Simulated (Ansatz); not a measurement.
Relaxation of C$_{2}$H$_{6}$F$_{2}$Ge (11 atoms, charge 0, multiplicity 1), to a largest force component of 0.02 eV/Å in at most 40 steps.

All numbers below come from RHF/def2-SVP in Ansatz 0.2.0.

```xyz
11
Properties=species:S:1:pos:R:3
Ge 0.000 0.000 0.000
F 0.000 0.000 1.680
C 1.848 0.000 -0.653
H 2.196 -1.046 -0.781
H 1.897 0.528 -1.628
H 2.500 0.519 0.081
F -0.791 1.371 -0.559
C -0.923 -1.599 -0.653
H -1.423 -2.111 0.196
H -1.683 -1.307 -1.407
H -0.187 -2.288 -1.118
```

Problem. Where does it end, and by what steps?

Solution. The run converged. The force dipped under the threshold on the way, but the program's further checks kept it going. After 14 steps the energy has fallen by 0.255 eV; H9 moved furthest, 0.80 Å.

```csv
step,energy less start (eV),largest force component (eV/Å),accepted
0,0.0000,2.348,yes
1,-0.1717,0.731,yes
2,-0.2226,0.194,yes
3,-0.2331,0.073,yes
4,-0.2129,0.601,no
5,-0.2390,0.024,yes
6,-0.2420,0.159,yes
7,-0.2450,0.121,yes
8,-0.2491,0.094,yes
9,-0.2494,0.259,yes
10,-0.2528,0.069,yes
11,-0.2538,0.006,yes
12,-0.2542,0.065,yes
13,-0.2545,0.023,yes
14,-0.2546,0.003,yes
```

```xyz
11
Properties=species:S:1:pos:R:3
Ge 0.110 -0.190 0.010
F 0.271 -0.434 1.708
C 1.872 0.105 -0.719
H 2.495 -0.780 -0.581
H 1.813 0.330 -1.785
H 2.342 0.946 -0.209
F -0.765 1.291 -0.095
C -1.010 -1.596 -0.692
H -1.952 -1.619 -0.143
H -1.224 -1.423 -1.747
H -0.519 -2.564 -0.587
```

Whether the end is a true minimum wasn't checked by a vibrational analysis.

Run time: 19 s on 4 threads of Arm Neoverse V1, with other jobs on the host, peak memory 0.28 GiB.
